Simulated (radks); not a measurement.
Question: The mean radii <r> (bohr) of the occupied orbitals of an atom or ion are listed with their occupations. Calculated with a radial shooting solver on a logarithmic mesh with Libxc functionals: scalar-relativistic Kohn-Sham, r2SCAN, spin-polarised, spherical densities, finite nucleus; meta-GGA in the generalised Kohn-Sham scheme; Fermi nuclear charge, rms radius of each element as measured or else 0.836 A^(1/3) + 0.57 fm.

orbital  occ.      <r>
1s down     1  0.06356
1s up       1  0.06356
2s up       1   0.2927
2s down     1   0.2921
2p up       3   0.2600
2p down     3   0.2593
3s up       1   0.8973
3s down     1   0.9010
3p up       3   0.9555
3p down     3   0.9604
3d up       4    1.200

Name the element and its charge. Open shells, if any, are filled with parallel spins first.

Answer: Z = 24, chromium, charge +2: Cr2+ in [Ar] 3d4. The 1s radius gives Z: for a bare nucleus <r> = (2 gamma + 1)/(2Z) with gamma = sqrt(1 - (Z/c)^2), 0.06186 bohr for Z = 24, and screening makes it slightly larger (0.06356 here). The occupations add up to 22, and the charge is Z minus that.
